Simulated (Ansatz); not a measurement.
Calculated with Ansatz (gas phase, PBE0-D4/def2-TZVP geometries, no zero-point term in ΔE). CCSD(T)/CBS adds triple-zeta CCSD(T) − MP2 to the extrapolated MP2 energy (def2 sets, frozen cores). DFT in def2-TZVPP. B3LYP here is the variant with VWN-RPA as its local correlation; programs differ in this. For Ge, Se outer-core shells are correlated without core-valence functions, which leaves a few kJ/mol of doubt a bond. Scalar relativity is left out up to krypton. Each species was taken in one conformer, which may not be the lowest.

`[GeH3][CH]=[Se]` + `[OH][Ge]([OH])([F])[Cl]` → `[OH][Ge]([F])([Cl])[GeH3]` + `OC=[Se]`  (redistribution)

`[GeH3][CH]=[Se]`:

Cartesian coordinates in Å:
```
Ge 0.589 0.196 -0.568
C -0.873 -0.221 0.659
Se -0.663 -0.809 2.294
H 1.918 -0.018 0.159
H 0.442 1.653 -1.040
H 0.477 -0.724 -1.797
H -1.890 -0.076 0.294
```

`[OH][Ge]([OH])([F])[Cl]`:

Z-matrix (Å, degrees):
```
Ge
O 1 1.747
F 1 1.721 2 107.5
O 1 1.738 2 108.7 3 120.4
Cl 1 2.108 2 114.4 3 -117.7
H 2 0.961 1 113.3 3 42.1
H 4 0.962 1 112.0 2 -30.6
```

`[OH][Ge]([F])([Cl])[GeH3]`:

Cartesian coordinates in Å:
```
O -1.320 -1.598 -0.039
Ge -0.334 -0.335 0.681
F -1.390 0.641 1.655
Cl 0.996 -1.223 2.116
Ge 0.776 0.986 -1.013
H -1.710 -2.194 0.608
H 1.717 0.057 -1.782
H -0.294 1.578 -1.933
H 1.558 2.087 -0.292
```

`OC=[Se]`:

```xyz
5

O     0.515   -0.356   -0.804
C    -0.113    0.018    0.302
Se   -0.021   -0.853    1.821
H     0.328    0.263   -1.521
H    -0.708    0.929    0.203
```

```json
{"level": "PBE-D4", "ΔE (kJ/mol)": "-19.2"}
{"level": "B3LYP-D4", "ΔE (kJ/mol)": "-4.7"}
{"level": "B3LYP", "ΔE (kJ/mol)": "-5.3"}
{"level": "SCS-MP2/def2-TZVPP", "ΔE (kJ/mol)": "34.3"}
{"level": "CCSD/def2-TZVPP", "ΔE (kJ/mol)": "29.4"}
{"level": "CCSD(T)/def2-TZVPP", "ΔE (kJ/mol)": "27.9"}
{"level": "HF/def2-QZVPP", "ΔE (kJ/mol)": "26.9"}
{"level": "MP2/CBS(def2)", "ΔE (kJ/mol)": "25.8"}
```

(1) What does CCSD(T)/CBS give? (Best estimate.)

Largest T1 diagnostic among the species: 0.017.

Answers

(1) Computed: +22.1 kJ/mol. The listed levels differ from it by -41.3, -26.8, -27.4, 12.2, 7.3, 5.8, 4.8, 3.7 kJ/mol.

From PBE to PBE0 (25 % exact exchange), in def2-TZVPP and without D4, ΔE moves by +12.1 kJ/mol.
